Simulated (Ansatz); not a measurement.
Species: CH$_{5}$OSi, net charge 0, doublet state. It need not be the lowest isomer of its formula. 
Geometry from a B3LYP-D3(BJ)/def2-TZVP (Ansatz, a first-principles code) optimisation:
```xyz
8

Si     0.9337     0.3533     0.1764
O     -0.3539    -0.5172    -0.4117
C     -1.6427    -0.3591    -0.0181
H      2.0781     0.0100    -0.6869
H      1.2078    -0.0159     1.5839
H      0.6310     1.8029     0.1078
H     -1.9544     0.5968     0.3864
H     -2.3473    -1.0475    -0.4592
```
Charge 0, spin multiplicity 2.

Total electronic energies in hartree. Cores are frozen in the correlated levels unless marked. UHF or UKS for open shells. No spin-orbit coupling. Non-relativistic unless marked X2C. CBS(X,Y): correlation extrapolated as X^-3; Hartree-Fock from the larger set (for Q and 5 zeta extrapolated as (X+1)exp(-9√X)).

| level | program | energy (Eh) |
|---|---|---|
| HF/cc-pVTZ | Ansatz | -404.61048 |
| PBE/def2-TZVPD | Ansatz | -405.54983 |
| B3LYP-D4/def2-TZVPD | Ansatz + dftd4 | -405.88104 |
| PBE0/6-31G* | Ansatz | -405.50180 |
| HSE06/def2-TZVPD | Ansatz | -405.57512 |
| CAM-B3LYP/def2-TZVPD | Ansatz | -405.80642 |
| LC-wPBE-D4/def2-TZVPD | Ansatz + dftd4 | -405.69096 |
| B2GP-PLYP-D3(BJ)/def2-TZVPD | Ansatz + dftd3 | -405.57164 |
| RI-MP2/CBS(cc-pV(T+d)Z,cc-pV(Q+d)Z) | Ansatz | -405.2029 |
| SCS-MP2/cc-pV(T+d)Z | Ansatz | -405.12970 |
| SCS-MP2/cc-pV(Q+d)Z | Ansatz | -405.18449 |
| SCS-MP2/cc-pV(5+d)Z | Ansatz | -405.20456 |
| CCSD(T)/aug-cc-pV(T+d)Z | Ansatz | -405.19225 |
| X2C-CCSD(T)/cc-pVTZ-DK | Ansatz | -405.84264 |
| CCSD(T)/CBS(cc-pV(Q+d)Z,cc-pV(5+d)Z) | Ansatz | -405.2551 |

Totals of different functionals don't rank their quality; only differences between species are comparable.
